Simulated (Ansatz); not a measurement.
Compare A (`[SiH3]CCCl`) with its isomer B (`C[SiH2]CCl`).

Computed with Ansatz on PBE0-D4/def2-TZVP structures; ΔE is electronic, products minus reactants. CBS: MP2 limit from def2 TZ/QZ plus the TZ coupled-cluster correction, frozen cores. DFT in def2-TZVPP. B3LYP here is the variant with VWN-RPA as its local correlation; programs differ in this. Each species was taken in one conformer, which may not be the lowest.

(1) Which is lower in electronic energy at CCSD(T)/CBS, and by how much? (Best estimate.)

(2) Give E(B) − E(A) in kcal/mol with MP2/def2-TZVPP, CCSD/def2-TZVPP, B3LYP, LDA (SPW92), BLYP-D4, r2SCAN-D4, PBE-D4. (Estimate.)

(3) Does the order hold for the free energy at 298.15 K (harmonic terms from PBE0-D4)? (An estimate is asked.)

Largest T1 diagnostic: 0.010.

Results:

(1) Computed: B, by 8.6 kcal/mol.

(2) Computed: MP2/def2-TZVPP -8.5, CCSD/def2-TZVPP -8.1, B3LYP -8.4, LDA (SPW92) -7.7, BLYP-D4 -8.6, r2SCAN-D4 -9.0, PBE-D4 -8.5. None reverses the order clearly.

(3) The calculation gave: Yes: G(B) − G(A) = -8.4 kcal/mol, for one conformer each.

Leaving LDA and LC-ωPBE aside and taking each functional with its dispersion term where it has one, the values, not all of them listed here, spread over 0.9 kcal/mol, from B97M-V to revPBE-D4. At CCSD(T), def2-SVP lies +3.1 kcal/mol from the extrapolated value and def2-TZVPP +0.4 kcal/mol.
